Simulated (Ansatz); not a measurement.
The same substitution along the group B, Ga, In.

Program: Ansatz. Geometries: PBE0-D4/def2-TZVP. ΔE: electronic, gas phase. CCSD(T)/CBS adds triple-zeta CCSD(T) − MP2 to the extrapolated MP2 energy (def2 sets, frozen cores). This one scheme is used for every species. DFT in def2-TZVPP. def2 core potentials past Kr. For Ga, In outer-core shells are correlated without core-valence functions, which leaves a few kJ/mol of doubt a bond. Scalar relativity is left out up to krypton. Each species was taken in one conformer, which may not be the lowest.

```tsv
reaction	CCSD/CBS(def2) (kJ/mol)	r2SCAN-D4 (kJ/mol)	ωB97X-V (kJ/mol)	ωB97M-V (kJ/mol)	CCSD(T)/CBS(def2) (kJ/mol)
`CBCO` + H–F → `CBCF` + H₂O	-4	-7	-8	-7	-3
`[CH3][GaH][CH2]O` + H–F → `[CH3][GaH][CH2]F` + H₂O	-7	-10	-11	-10	-5
`[CH3][InH][CH2]O` + H–F → `[CH3][InH][CH2]F` + H₂O	-7	-10	-12	-11	-5
```

Largest T1 diagnostic: 0.012, for `[CH3][InH][CH2]F`.
